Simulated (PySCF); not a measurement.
S⁺ (sulfur, charge +1) across methods

[Ne] 3s1 3p4, high-spin 4P determinant (an excited configuration). All numbers are calculated (PySCF 2.14, the spin-free X2C one-electron Hamiltonian (Gaussian nucleus), in dyall-acv3z (19s12p6d4f, 113 functions)).

```
   method  E (hartree)  mean ε 3s α (eV)  mean ε 3p α (eV)  mean ε 3p β (eV)  Σ⟨r²⟩ (bohr²)   ⟨S²⟩
      LDA    -397.0525           -29.524           -18.536           -15.685          21.48  3.753
      UHF   -397.87238           -39.757           -24.375           -18.297          21.72  3.761
     PBE0    -398.3133           -32.329           -20.158           -16.724          21.39  3.754
      PBE    -398.2865           -29.635           -18.543           -15.724          21.41  3.753
   r2SCAN    -398.4396           -30.856           -19.135           -15.748          21.39  3.756
BHandHLYP    -398.4515           -34.696           -21.446           -17.692          21.47  3.754
     BLYP    -398.4667           -29.311           -18.224           -15.731          21.47  3.753
   revPBE    -398.3956           -29.650           -18.541           -15.714          21.40  3.753
```
